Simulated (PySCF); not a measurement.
**Correlation energy of V (vanadium, neutral)**

[Ar] 3d3 4s2, high-spin 4F determinant. Calculation: PySCF 2.14, in def2-SVP; the non-relativistic Hamiltonian (point nucleus). Frozen: [Ar]; 5 electrons correlated.

MP2 pair energies summed by pair of shells (mhartree):

```csv
pair,energy,share (%)
4s-4s,-17.02,45.3
3d-3d,-11.19,29.8
3d-4s,-9.38,25.0
```

Total MP2 correlation energy: -37.58 mhartree.

Same-spin part -14.82 and opposite-spin part -22.76 mhartree; SCS-MP2 scales them by 1/3 and 6/5 to -32.26 mhartree.
